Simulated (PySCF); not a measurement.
Cl₃Fe, sextet, geometry from GFN2-xTB (such geometries of metal compounds can be far from the true shape); PBE0/6-31G** run with PySCF.

PySCF was given this input:
```python
from pyscf import gto, scf, dft

mol = gto.Mole()
mol.atom = '''
    Fe   -0.090619   -0.360170   -0.204027
    Cl    1.972420   -0.043488   -0.350614
    Cl   -0.676963   -0.590220    1.791263
    Cl   -1.156863    1.184556   -1.128609
'''
mol.basis = '6-31g**'
mol.charge = 0
mol.spin = 5
mol.verbose = 4
mol.build()

mf = dft.UKS(mol)
mf.xc = 'pbe0'
mf.kernel()
```

The log (banner, timings and long lists left out):

```
PySCF version 2.14.0

[INPUT] verbose = 4
[INPUT] num. atoms = 4
[INPUT] num. electrons = 77
[INPUT] charge = 0
[INPUT] spin (= nelec alpha-beta = 2S) = 5
[INPUT] symmetry False subgroup None
[INPUT] Mole.unit = angstrom
[INPUT] Symbol           X                Y                Z      unit          X                Y                Z       unit  Magmom
[INPUT]  1 Fe    -0.090619000000  -0.360170000000  -0.204027000000 AA   -0.171245091682  -0.680622658285  -0.385555152017 Bohr   0.0
[INPUT]  2 Cl     1.972420000000  -0.043488000000  -0.350614000000 AA    3.727333602615  -0.082180409705  -0.662564435438 Bohr   0.0
[INPUT]  3 Cl    -0.676963000000  -0.590220000000   1.791263000000 AA   -1.279274666464  -1.115354153241   3.384996487067 Bohr   0.0
[INPUT]  4 Cl    -1.156863000000   1.184556000000  -1.128609000000 AA   -2.186154233643   2.238486419210  -2.132761911719 Bohr   0.0

nuclear repulsion = 468.326357744223
number of shells = 36
number of NR pGTOs = 250
number of NR cGTOs = 88
basis = 6-31g**
ecp = {}

******** <class 'pyscf.dft.uks.UKS'> ********
method = UKS
initial guess = minao
damping factor = 0
level_shift factor = 0
DIIS = <class 'pyscf.scf.diis.CDIIS'>
diis_start_cycle = 1
diis_space = 8
diis_damp = 0
SCF conv_tol = 1e-09
SCF conv_tol_grad = None
SCF max_cycles = 50
direct_scf = True
direct_scf_tol = 1e-13
number electrons alpha = 41  beta = 36
XC library pyscf.dft.libxc version 7.1.2
    S. Lehtola, C. Steigemann, M. J. T. Oliveira, and M. A. L. Marques,  SoftwareX 7, 1–5 (2018)
XC functionals = pbe0
    C. Adamo and V. Barone,  J. Chem. Phys. 110, 6158 (1999)
    M. Ernzerhof and G. E. Scuseria,  J. Chem. Phys. 110, 5029 (1999)
radial grids:
    Treutler-Ahlrichs [JCP 102, 346 (1995); DOI:10.1063/1.469408] (M4) radial grids

becke partition: Becke, JCP 88, 2547 (1988); DOI:10.1063/1.454033
pruning grids: <function nwchem_prune>
grids dens level: 3
symmetrized grids: False
atomic radii adjust function: <function treutler_atomic_radii_adjust>
small_rho_cutoff = 0
Set gradient conv threshold to 3.16228e-05
tot grids = 77544
init E= -2642.47748106817

cycle= 1 E= -2630.12562753253  delta_E= 12.4  |g|= 3.61  |ddm|= 11.8

cycle= 2 E= -2583.23764286002  delta_E= 46.9  |g|= 8.51  |ddm|=   14

cycle= 3 E= -2628.19825151707  delta_E=  -45  |g|= 5.79  |ddm|= 9.38
cycle= 4 E= -2632.51245117407  delta_E= -4.31  |g|= 5.12  |ddm|= 1.22
cycle= 5 E= -2635.18300892692  delta_E= -2.67  |g|= 4.57  |ddm|= 1.99
cycle= 6 E= -2635.5908534128  delta_E= -0.408  |g|= 4.46  |ddm|= 0.117
cycle= 7 E= -2636.21147014163  delta_E= -0.621  |g|= 4.32  |ddm|= 0.237
cycle= 8 E= -2636.25806795889  delta_E= -0.0466  |g|= 4.31  |ddm|= 0.27
cycle= 9 E= -2636.57600567429  delta_E= -0.318  |g|= 4.22  |ddm|= 0.318

cycle= 10 E= -2624.71747444764  delta_E= 11.9  |g|= 4.54  |ddm|=  8.9
cycle= 11 E= -2636.07794115617  delta_E= -11.4  |g|=  4.3  |ddm|= 8.98
cycle= 12 E= -2635.79591399136  delta_E= 0.282  |g|= 4.37  |ddm|= 0.403
cycle= 13 E= -2636.25556761235  delta_E= -0.46  |g|= 4.26  |ddm|= 0.556

cycle= 14 E= -2635.80955803959  delta_E= 0.446  |g|= 4.25  |ddm|= 1.31
cycle= 15 E= -2635.98185131654  delta_E= -0.172  |g|= 4.14  |ddm|= 0.546
cycle= 16 E= -2636.58598588534  delta_E= -0.604  |g|= 4.04  |ddm|= 0.743
cycle= 17 E= -2636.50924216888  delta_E= 0.0767  |g|= 4.03  |ddm|= 0.987
cycle= 18 E= -2636.56945259085  delta_E= -0.0602  |g|= 4.03  |ddm|= 0.967

cycle= 19 E= -2594.55851910836  delta_E=   42  |g|=  8.4  |ddm|= 11.5

cycle= 20 E= -2640.58847139287  delta_E=  -46  |g|=  2.7  |ddm|= 10.3
cycle= 21 E= -2643.50134183406  delta_E= -2.91  |g|= 0.242  |ddm|= 2.69
cycle= 22 E= -2643.4927168139  delta_E= 0.00863  |g|= 0.336  |ddm|= 0.418
cycle= 23 E= -2643.51548480042  delta_E= -0.0228  |g|= 0.24  |ddm|= 0.103
cycle= 24 E= -2643.53645779938  delta_E= -0.021  |g|= 0.0565  |ddm|= 0.204
cycle= 25 E= -2643.53801724007  delta_E= -0.00156  |g|= 0.0119  |ddm|= 0.0646
cycle= 26 E= -2643.53807674779  delta_E= -5.95e-05  |g|= 0.00597  |ddm|= 0.0116
cycle= 27 E= -2643.53809764013  delta_E= -2.09e-05  |g|= 0.00139  |ddm|= 0.00715
cycle= 28 E= -2643.53810078015  delta_E= -3.14e-06  |g|= 0.000725  |ddm|= 0.0038
cycle= 29 E= -2643.53810174817  delta_E= -9.68e-07  |g|= 0.000223  |ddm|= 0.00251
cycle= 30 E= -2643.53810179797  delta_E= -4.98e-08  |g|= 7.04e-05  |ddm|= 0.000473
cycle= 31 E= -2643.53810180591  delta_E= -7.94e-09  |g|= 1.38e-05  |ddm|= 0.00021
cycle= 32 E= -2643.53810180651  delta_E= -5.96e-10  |g|= 5.52e-06  |ddm|= 5.5e-05
Extra cycle  E= -2643.53810180657  delta_E= -6.64e-11  |g|= 2.97e-06  |ddm|= 1.69e-05
converged SCF energy = -2643.53810180657  <S^2> = 8.7586151  2S+1 = 6.002871
```
